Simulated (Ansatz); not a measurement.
**One arrangement of a pair**

The pair of HCl (SMILES Cl, atoms 1–2) and Si$_{2}$H$_{6}$O$_{7}$ (SMILES O[Si](O)(O)O[Si](O)(O)O, atoms 3–17), both closed shells, in one local arrangement (a lower one may exist), relaxed at PBE0-D4/def2-TZVP:

Cl1  (0.336, -0.153, -3.606)
H2  (0.423, 0.197, -2.362)
O3  (-1.763, -1.523, -0.082)
Si4  (-0.141, -1.433, -0.061)
O5  (0.483, -2.519, -1.079)
O6  (0.501, -1.668, 1.428)
O7  (0.333, 0.098, -0.433)
Si8  (0.192, 1.439, 0.500)
O9  (-1.409, 1.480, 0.836)
O10  (0.600, 2.782, -0.306)
O11  (1.145, 1.307, 1.811)
H12  (-2.215, -0.730, 0.224)
H13  (0.231, -2.463, -2.004)
H14  (0.279, -2.479, 1.888)
H15  (-1.738, 2.206, 1.368)
H16  (1.519, 3.051, -0.277)
H17  (1.225, 0.410, 2.154)
(Å)

Computed with Ansatz 0.2.0 (basis: def2-TZVPPD, with def2-QZVPPD for the basis limit); correlated methods freeze the cores. B3LYP uses VWN-RPA correlation. Extrapolation: Hartree–Fock as exp(−7.88 √X), correlation as X^−2.97. Interaction energies count from these two fragments, frozen as in the pair, with the counterpoise correction; negative means bound.

Problem. What is the interaction energy by CCSD(T) at an estimated basis limit (MP2 extrapolated from triple and quadruple zeta, plus CCSD(T) − MP2 in triple zeta)? (Judge from chemistry; the value comes from the calculation.)

Solution. The calculation gives: -23.0 kJ/mol. Hartree–Fock alone gives -5.7 kJ/mol at the basis limit. It counts from the two fragments frozen as in the pair.

The same quantity by other methods in triple zeta, and each one's difference from that estimate:
```tsv
method	E_int (kJ/mol)	difference
PBE-D4	-27.3	-4.3
revPBE-D4	-25.9	-2.9
BLYP-D4	-26.6	-3.6
r2SCAN-D4	-26.4	-3.4
B97M-V	-25.0	-2.0
PBE0-D4	-26.3	-3.2
B3LYP-D4	-26.6	-3.5
HSE06-D4	-26.0	-3.0
wB97X-V	-23.2	-0.1
wB97M-V	-23.4	-0.4
B2PLYP	-17.0	6.0
HF	-5.5	17.6
MP2	-21.8	1.3
CCSD	-17.0	6.0
CCSD(T)	-19.8	3.2
```
Differences are method less estimate.

Problem. Which atoms make the shortest contact between the fragments?

Solution. H2 and O7, 1.93 Å apart.

Energy to bend the free fragments (PBE0-D4 minima) into their shapes in the pair, CCSD(T)/def2-TZVPPD: HCl 0.6 kJ/mol; Si$_{2}$H$_{6}$O$_{7}$ 2.8 kJ/mol. This must be added to the interaction energy to get the binding energy from relaxed fragments.

Basis-set superposition shift (counterpoise-corrected less uncorrected): CCSD(T) 5.2; MP2 5.0; HF 0.6; PBE0-D4 0.8; wB97M-V 0.7 kJ/mol.

The T1 diagnostic stays at or below 0.013.

For scale, one of the runs: CCSD(T)/def2-TZVPPD, 546 basis functions, launched by `ansatz run in.yaml --threads 11 --pin off --events-out ev --progress --plain --max-ram 174080MiB --backend cuda --devices 0, --max-vram 75GiB`. Time: 41 s of wall clock on 11 CPU threads of an AMD EPYC 7R13 and one NVIDIA H100; the host was shared. Peak host memory: 1.5 GiB.
